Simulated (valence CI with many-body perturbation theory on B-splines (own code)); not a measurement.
## O2+: what each term of the Hamiltonian does

Computed by configuration interaction combined with many-body perturbation theory (CI+MBPT): four valence electrons over a frozen Dirac-Fock core [He], radial functions for each j: 11 s, 11 p, 9 d, 7 f, 5 g, 2 h, 1 i, with the one-electron correlation potential Σ1, the two-electron term Σ2, the three-electron term Σ3, Breit, model QED; selected CI, second order for the rest, scaled by the run's own slope (own B-spline code, finite nucleus).

Against 32 measured levels this calculation errs by 91 cm⁻¹ on average and by 230 at most. These come from a selection out of Moore, Selected Tables of Atomic Spectra, NSRDS-NBS 3, section 11. Levels without a partner in it may be off by more. Among the levels kept, up to 570 cm⁻¹ of a level comes from second order outside the variational space, and about a tenth of that is noise between levels of different J, which matters for small intervals.

Each rung adds one term. CI alone is the Dirac-Coulomb CI over the frozen core; QED comes last and gives the full result, which names the levels. Energies are above 2s2 2p2 3P_0 on the same rung, in cm⁻¹.

```
          Level  CI alone
   2s2 2p2 3P_1       123
   2s2 2p2 3P_2       364
   2s2 2p2 1D_2     20352
   2s2 2p2 1S_0     43113
   2s 2p3 5S°_2     60816
   2s 2p3 3D°_3    120887
   2s 2p3 3D°_2    120887
   2s 2p3 3D°_1    120887
   2s 2p3 3P°_2    143195
   2s 2p3 3P°_1    143193
   2s 2p3 3P°_0    143188
   2s 2p3 1D°_2    188798
   2s 2p3 3S°_1    199539
   2s 2p3 1P°_1    212158
2s2 2p 3s 3P°_0    266504
2s2 2p 3s 3P°_1    266641
```

Problem. What do these energies become with core correlation, Breit and QED?

Solution. 2s2 2p2 3P_1 113 (-10); 2s2 2p2 3P_2 306 (-58); 2s2 2p2 1D_2 20352 (0); 2s2 2p2 1S_0 43330 (+217); 2s 2p3 5S°_2 60207 (-609); 2s 2p3 3D°_3 120057 (-831); 2s 2p3 3D°_2 120089 (-798); 2s 2p3 3D°_1 120096 (-790); 2s 2p3 3P°_2 142474 (-720); 2s 2p3 3P°_1 142478 (-715); 2s 2p3 3P°_0 142491 (-697); 2s 2p3 1D°_2 187210 (-1588); 2s 2p3 3S°_1 197266 (-2274); 2s 2p3 1P°_1 210672 (-1486); 2s2 2p 3s 3P°_0 267181 (+677); 2s2 2p 3s 3P°_1 267300 (+660).

Problem. How does the ionisation energy move along the ladder, and which term matters most?

Solution. CI alone 54.838, + Σ1 54.965, + Σ2 54.947, + Σ3 54.929, + Breit 54.923, + QED 54.924 eV. The largest step is Σ1, 0.127 eV. NIST lists 54.9355 eV (semi-empirical).
